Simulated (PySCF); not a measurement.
## Static response to an electric field

Compound: C₃H₇ClO₂Si.
Structure used (GFN2-xTB), in Å, numbered top down from 1:
```
atom  x, y, z in Å
Cl1    3.165    0.665    1.264
Si2    1.760   -0.037    0.044
O3     0.867    1.202   -0.514
C4    -0.539    1.173   -0.527
C5    -1.097   -0.244   -0.461
C6    -0.619   -0.961    0.796
O7     0.784   -1.037    0.875
H8     2.351   -0.752   -1.074
H9    -0.902    1.758    0.327
H10   -0.859    1.667   -1.450
H11   -0.749   -0.798   -1.335
H12   -2.185   -0.208   -0.469
H13   -0.994   -1.990    0.815
H14   -0.985   -0.438    1.687
```

Level: CAM-B3LYP/def2-SVPD (PySCF), static field, nuclei fixed, core orbitals frozen in the response. The polarisability tensor in these axes (au):

```
x   84.95  2.67  5.27
y    2.67 69.01  0.14
z    5.27  0.14 69.58
```

Question: What are the eigenvalues, a third of the trace, and Δα (Δα² = ½Σ(αi − αj)² over the three pairs)?

Answer: Principal values 67.55, 69.03 and 86.96 au; mean 74.51 au = 11.04 Å³ = 12.29 × 10⁻⁴⁰ C²·m²/J; Δα = 18.71 au (25 % of the mean).

Question: What is the dipole moment, and where does it point?

Answer: (-3.19, -0.46, -0.93) D, 3.36 D in size, pointing from the negative to the positive side. Measured along this direction, the outermost atoms are Cl1 at the negative end and H12 at the positive end.

Question: How large is μ²/3kT at 400 K beside α?

Answer: In Gaussian units μ²/3kT = 68.06 Å³ against 11.04 Å³, a ratio of 6.16; the Debye molar polarisation (4π/3)N_A(α + μ²/3kT) is 199.5 cm³/mol, leaving out the vibrational part.

Question: Find the Langevin capture rate constant for O2+ (31.990 u) meeting this molecule (137.990 u), k = 2.342 × 10⁻⁹ cm³/s × √(α in Å³ / reduced mass in u).

Answer: The reduced mass is 25.97 u, so k = 1.53 × 10⁻⁹ cm³/s. The formula leaves out the permanent dipole, which adds to the capture rate.

Question: Refractivity n − 1 of an ideal gas of it at 500 K and 1 atm, from the electronic α?

Answer: N = p/kT = 1.4678 × 10¹⁹ cm⁻³, so n − 1 = 2π × N × 11.04 × 10⁻²⁴ cm³ = 1018 × 10⁻⁶ at long wavelengths.

Question: Form Σ f/ω² (atomic units) for the 8 lowest TDDFT singlets, given as eV and f, and set it beside the mean polarisability, which is this sum over all singlets: 7.90, 0.0163; 7.94, 0.0033; 8.28, 0.0008; 8.39, 0.0019; 8.45, 0.0379; 8.65, 0.0445; 8.66, 0.0141; 8.85, 0.0261.

Answer: They add up to 1.48 au, 2.0 % of the 74.51 au; the largest single term is 0.44 au, from the state at 8.65 eV. Terms in order: 0.19, 0.04, 0.01, 0.02, 0.39, 0.44, 0.14, 0.25 au. Higher excitations give the rest. The strengths listed sum to 0.145.

Question: What molar refraction does this α imply?

Answer: Lorentz–Lorenz: R = (4π/3)N_A α = 2.5225 cm³/(mol·Å³) × 11.04 Å³ = 27.9 cm³/mol, in the limit of long wavelengths.

Isolated species at its GFN2-xTB geometry (one conformer only).

The run behind these numbers computed excited states as well. The run took 44 s wall on Arm Neoverse V1, one thread, no GPU (shared host).
